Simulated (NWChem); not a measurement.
System: C₃H₃F₃; SMILES C=CC(F)(F)F

```xyz
9

C     -0.0308    -2.1120     0.0000
C      0.6588    -0.9751     0.0000
C      0.0155     0.3763     0.0000
F     -1.3314     0.3144     0.0000
F      0.3909     1.0914     1.0860
F      0.3909     1.0914    -1.0860
H      0.4721    -3.0741     0.0000
H     -1.1161    -2.1186     0.0000
H      1.7451    -0.9508     0.0000
```
Atoms are numbered in this order, from 1.

Program: NWChem. Pople sets run with spherical d functions. All runs use the structure optimised with B3LYP/6-31G* (spherical d). Level: B3LYP/6-31G* with SMD (1 M gas to 1 M solution), gas-phase geometry.

For solvent water:

```
Quantity                                     Value
-------------------------------------------  -----
solvation free energy (kcal/mol)               1.5
cavity-dispersion-structure term (kcal/mol)    4.7
dipole in solution (D)                        2.66
```

Q: What are these values for solvent toluene?

A: The solvation free energy (kcal/mol) is -1.4, the cavity-dispersion-structure term (kcal/mol) comes out as 0.4 and the dipole in solution (D) comes out as 2.44.
